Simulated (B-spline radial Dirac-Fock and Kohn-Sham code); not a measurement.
Ho⁶⁰⁺: scattering cross sections and density moments

System: Ho⁶⁰⁺, configuration [He] 2s2 2p3.

Method: Dirac-Fock densities. Computed with a radial B-spline solver.

```
Sum of ⟨r⟩                          : 0.4343 bohr
Sum of ⟨r²⟩                         : 0.03843 bohr²
Sum of ⟨1/r⟩                        : 241.94 per bohr
Langevin diamagnetic susceptibility : -0.0304 × 10⁻⁶ cm³/mol
Lamb shielding (α²/3)Σ⟨1/r⟩         : 4294 ppm
```

Coherent scattering is the Thomson cross section weighted by f₀², without anomalous dispersion; incoherent scattering is Klein-Nishina weighted by S. The Lamb formula is the non-relativistic shielding expression. Electron correlation is left out. A dash stands where the photon energy is too low for the impulse approximation behind that column.

```tsv
hν (keV)	coherent (b)	incoherent (b)	incoherent per electron (b)
2	32.56	–	–
5	32.38	–	–
17.4793	30.15	–	–
20	29.45	–	–
30	26.21	–	–
50	19.23	–	–
200	3.311	2.102	0.300
1000	0.1938	1.419	0.203
```

Incoherent scattering overtakes coherent scattering between 200 and 1000 keV.
